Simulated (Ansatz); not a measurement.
HClOSi, SMILES `O[Si]Cl` (lower singlet; H–O–Si–Cl torsion 0°) (charge 0, multiplicity 1). This singlet lies 2.64 eV below the relaxed triplet at the level frozen-core CCSD(T)/cc-pVTZ // PBE0-D3(BJ)/def2-TZVP (Ansatz, a first-principles code).

Computed with r2SCAN/cc-pVTZ // PBE0-D3(BJ)/def2-TZVP in Ansatz.

Ansatz 0.2 input:
```yaml
crystal:
  periodic: [false, false, false]
  atoms:
    - { symbol: O, position_ang: [-1.060391, 0.203408, -0.00301] }
    - { symbol: Si, position_ang: [0.33766, 1.054632, -0.001443] }
    - { symbol: Cl, position_ang: [1.765934, -0.498759, 0.005598] }
    - { symbol: H, position_ang: [-1.043203, -0.75928, -0.001145] }
basis:
  gaussian: { orbitals: cc-pVTZ }
hamiltonian:
  xc: r2scan
```

Output:

```
Functional definition: r2SCAN
775 factors; their error is unknown
mean field evaluation 1: about -22459.2721 eV, gradient 5.7e1 eV
mean field evaluation 2: about -22418.9649 eV, gradient 1.4e2 eV
mean field evaluation 4: about -22464.3573 eV, gradient 8.3e0 eV
mean field evaluation 8: about -22464.5316 eV, gradient 1.8e-1 eV
mean field evaluation 16: about -22464.4951 eV, gradient 3.1e-5 eV
mean field -22464.49510954 eV, -825.5549682940 hartree, gradient 3.1e-5 eV, S^2 0.000000; 0 other end points of the search recorded, 0 dependent functions left out
reference -22464.49511774 eV, -825.5549685952 hartree; 20, 20 occupied and 92, 92 virtual orbitals, 775 factors
Total energy: -22464.49511774 eV, -825.5549685952 hartree
```
